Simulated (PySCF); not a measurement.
Input file for PySCF: R-HF/STO-3G on AlClFH (SMILES [F][AlH][Cl]), a point of a bond scan (R = 3.653 Å).

```python
from pyscf import gto, scf, dft, mp
from pyscf.data.elements import chemcore

mol = gto.M(
    atom='''
    Al   -0.56121200    0.17720720   -0.47070291
    H    -1.75578251   -0.36994628   -1.30318825
    F    -0.21592676    1.78615354   -0.49600494
    Cl    1.55273482   -1.98678634    1.57662416
    ''',
    basis='sto-3g',
    charge=0, spin=0, verbose=3, max_memory=1800)
mf = scf.RHF(mol)
mf.conv_tol = 1e-8
mf.max_cycle = 100
mf.kernel()
if not mf.converged:
    mf = mf.newton().run(mf.mo_coeff, mf.mo_occ)
```

Q: Predict the final total energy.

A: -792.1133 hartree.
